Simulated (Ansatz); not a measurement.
A structure relaxed at PBE0-D4/def2-TZVP, charge 0, multiplicity 1:

```json
{"atom": "C1", "x (Å)": "0.542", "y (Å)": "1.004", "z (Å)": "-1.127"}
{"atom": "Se2", "x (Å)": "1.454", "y (Å)": "-0.086", "z (Å)": "0.220"}
{"atom": "Si3", "x (Å)": "-0.404", "y (Å)": "-0.905", "z (Å)": "1.188"}
{"atom": "Cl4", "x (Å)": "-1.501", "y (Å)": "-2.090", "z (Å)": "-0.092"}
{"atom": "H5", "x (Å)": "1.325", "y (Å)": "1.497", "z (Å)": "-1.701"}
{"atom": "H6", "x (Å)": "-0.087", "y (Å)": "1.750", "z (Å)": "-0.646"}
{"atom": "H7", "x (Å)": "-0.047", "y (Å)": "0.366", "z (Å)": "-1.783"}
{"atom": "H8", "x (Å)": "0.033", "y (Å)": "-1.725", "z (Å)": "2.339"}
{"atom": "H9", "x (Å)": "-1.315", "y (Å)": "0.189", "z (Å)": "1.601"}
```

(1) Give its formula and SMILES.

(2) Summarise the bond lengths by kind.

## Answers

(1) CH5ClSeSi, `C[Se][SiH2]Cl`.

(2) 1 × C–Se 1.958 Å; 3 × C–H 1.088 Å; 1 × Se–Si 2.249 Å; 1 × Cl–Si 2.061 Å; 2 × H–Si 1.480 to 1.482 Å.

All numbers were calculated with Ansatz.
